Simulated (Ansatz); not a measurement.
One change: `C=C[CH2][SnH3]` becomes `C=CCS[SiH3]`.

Ansatz, PBE0-D4/def2-TZVP geometries, multiplicity 1. Each molecule was computed in one conformer, which needn't be the lowest.

Elements past krypton have def2 core potentials.

| property | `C=C[CH2][SnH3]` |
| --- | --- |
| HOMO energy (PBE/def2-TZVPP) / eV | -5.85 |
| LUMO energy (PBE/def2-TZVPP) / eV | -1.04 |
| HOMO energy (PBE0/def2-TZVPP) / eV | -6.87 |
| LUMO energy (ωB97M-V/def2-TZVPP) / eV | 1.45 |
| HOMO energy (B3LYP/def2-TZVPP) / eV | -6.68 |
| zero-point energy (PBE0-D4/def2-TZVP) / kJ/mol | 236.3 |

**Question.** Give the same properties after the change, and the shifts. (Best estimate.)

**Answer.** Ansatz gave: 
```csv
property,`C=CCS[SiH3]`,shift
HOMO energy (PBE/def2-TZVPP) / eV,-5.80,0.05
LUMO energy (PBE/def2-TZVPP) / eV,-1.30,-0.26
HOMO energy (PBE0/def2-TZVPP) / eV,-6.98,-0.11
LUMO energy (ωB97M-V/def2-TZVPP) / eV,1.72,0.27
HOMO energy (B3LYP/def2-TZVPP) / eV,-6.74,-0.06
zero-point energy (PBE0-D4/def2-TZVP) / kJ/mol,256.8,20.5
```

With PBE0 the HOMO falls by 0.11 eV and the LUMO falls by 0.16 eV, so the gap narrows by about 0.05 eV. PBE moves the HOMO by 0.05 eV and ωB97M-V by -0.16 eV. The zero-point energy changes by 20.5 kJ/mol with +3 modes.

B3LYP here is the variant with VWN-RPA as its local correlation; programs differ in this.
